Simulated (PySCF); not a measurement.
Computed shifts of a molecule C₆H₆O, PBE/pcSseg-1 run with PySCF, GIAO, gas phase, equivalent atoms averaged, in ppm (number of nuclei): ¹³C: 157.6 (1), 107.8 (1), 88.9 (1), 85.7 (1), 75.7 (1), 43.1 (1). ¹H: 6.69 (1), 5.31 (1), 5.09 (1), 4.74 (1), 4.63 (1), 2.44 (1). References: ¹³C against TMS (σ = 182.0 ppm); ¹⁷O against H2O (σ = 334.3 ppm); ¹H against TMS (σ = 31.49 ppm), references at their B3LYP-D3(BJ)/def2-TZVP geometries, non-relativistic. Coordinates come from a PBE-D3(BJ)/def2-SVP optimisation. The values are those of a single conformer.

Question: Which molecule gave these data?
A) C#C[C@H]1C=COC1
B) C#CC1=C(C)CO1
C) C#C/C=C1/CCO1
D) C#CC1=CCOC1

Answer: A, C#C[C@H]1C=COC1
